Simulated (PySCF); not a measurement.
# Basis and Hamiltonian dependence of the excitation energy of Ir²⁺

Ir²⁺ [Xe] 4f14 5d7 (4F) → Ir²⁺ [Xe] 4f14 5d6 6s1, s spin flipped. Calculated with PySCF 2.14 from differences of total energies of unrestricted determinants, without spin-orbit coupling. Values in eV.

```tsv
basis	Hamiltonian	functions	UHF	LDA	PBE0	MP2 (valence)
aug-cc-pVDZ-PP with ECP60MDF	ECP	54	3.479	3.146	3.562	3.509
def2-QZVPPD with the def2 core potential (60 electrons)	ECP	88	3.404	3.007	3.447	3.511
x2c-TZVPPall with one added diffuse shell each of s, p, d, f type	spin-free X2C	113	3.354	n/a	n/a	3.470
aug-cc-pwCVTZ-PP with ECP60MDF	ECP	122	3.314	2.941	3.374	3.426
```

Frozen in the all-electron rows: valence: [Xe] 4f14; with a core potential, the same shells as far as they lie outside it.

In the upper determinant the s electron has its spin opposite to the other open shell, which mixes two multiplicities.
